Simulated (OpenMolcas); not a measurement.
An atom or ion with 44 electrons was computed by SS-CASPT2, IPEA 0.25 Eh, imaginary shift 0.1 Eh with spin-orbit coupling (OpenMolcas, ANO-RCC-VQZP, DKH2). The lowest levels that the run gave, each within 12 % of the measured value where one is at hand:

```
J  Parity  E (eV)      g
4    even  0.0000  1.249
3    even   0.392  1.084
2    even   0.566  0.713
2    even   1.284  1.224
1    even   1.722  1.501
0    even   1.748       
2    even   1.810  1.230
4    even   2.252  1.002
0    even   5.195
```

Task: Which ion is it, and what are the configurations and terms?

Result: Pd²⁺ (Z = 46, charge +2; active space 8 electrons in 10 orbitals (4d 5d)). J, parity and g give the terms where levels are pure, and mixed ones are named by the computed weights; the size of the splittings, set against known spectra of the 44-electron sequence, gives the charge. In order, with the measured energies in eV (Moore, Atomic Energy Levels, vol. III, NSRDS-NBS 35 (1971 reprint of NBS Circular 467, 1958)): 4d8 3F4, 4d8 3F3 (0.4004), 4d8 3F2 (0.5812), 4d8 3P2 [51 %], 4d8 3P1 (1.6701), 4d8 3P0 (1.6985), 4d8 1D2 [49 %], 4d8 1G4 (2.2169), 4d8 1S0.

CASPT2 breaks the degeneracy within a term, and the mean is taken; among the terms shown or strongly mixed into the levels shown the widest spread is 760 cm-1 (4d8 1G). Active for correlation alone: 5d; no level in the range computed is led by a configuration that fills it, so any true level of that kind is missing. Measured partners are found by configuration, term and J. A level has none where our copy of the source lacks it or the pairing is in doubt (some pairs that miss far off the trend of their configuration count as doubtful), and it then counts in no deviation. Only configurations of the active space appear.

A share in square brackets marks a mixed level and gives the weight of the term that names it.
